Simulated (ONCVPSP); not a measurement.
## Building the ONCV potential for Pr (Z = 59) (PBEsol, fully relativistic).

```
Element                 : praseodymium (Pr)
Generator               : ONCVPSP 4.0.1
Type                    : optimised norm-conserving Vanderbilt (ONCV)
Functional              : PBEsol
Relativity              : fully relativistic
Frozen core             : [Kr] 4d10
Valence charge          : 13
Reference configuration : 4f3 5s2 5p6 6s2
Partial waves           : 5s+6s: rc 2.20 bohr, ncon 4, nbas 7, qcut 6 1/bohr, 2 projectors; 5p: rc 2.40 bohr, ncon 4, nbas 8, qcut 5 1/bohr, 1 projector; d scattering state at 0.19 Ha: rc 2.45 bohr, ncon 4, nbas 8, qcut 4.4 1/bohr, 1 projector; 4f: rc 1.40 bohr, ncon 4, nbas 8, qcut 12.3 1/bohr, 1 projector
Local potential         : polynomial inside 1.05 bohr (lpopt 5, dvloc0 -1 Ha)
Core correction         : polynomial model core, fcfact 0.2
```

Open shells are filled in proportion to 2j + 1.

In the d channel the program set the typed energies aside and used 0.050 Ha (j = l + 1/2; the other j can differ).

- Cutoffs needed: 63 Ha and 127 Ha (the cutoffs (Ha) at which the residual kinetic energy of the hardest occupied pseudo-wave falls to 1 and 0.1 mHa per electron)
- Ghost test: ghosts flagged at negative energy: s at -241.8 eV, p3/2 at -63.8 eV, p1/2 at -50.4 eV; GHOST(+) flagged for d5/2 at 36.5 eV; a true bound ghost makes a file unfit for plane-wave use
- Configuration tests: tests left out (the all-electron energies of this program are off by 10 to 40 meV for near-neutral 4f atoms)
- rms error of d²Exc/dni dnj: 11.23 mHa without and 4.01 mHa with the model core
